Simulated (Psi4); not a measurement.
Pair of molecules, SMILES [C-]#[O+] with SMILES S (the first has 2 atoms); geometry from B3LYP-D3(BJ)/def2-TZVP.
(charge 0, multiplicity 1):
```xyz
5

C      0.17070    -0.63454     0.19886
O     -0.00320     0.27864    -0.43451
S     -0.20466     0.14233     3.69236
H      0.94252    -0.48370     3.38567
H     -0.94550    -0.89886     3.28115
```

All values below come from SAPT0/jun-cc-pV(D+d)Z run with Psi4.

Problem. Give the four SAPT terms and the total, and say what mostly holds the pair together.

Solution. electrostatics -44.2, exchange 82.0, induction -10.9, dispersion -34.2, total -7.4 meV; the largest attraction is electrostatics.
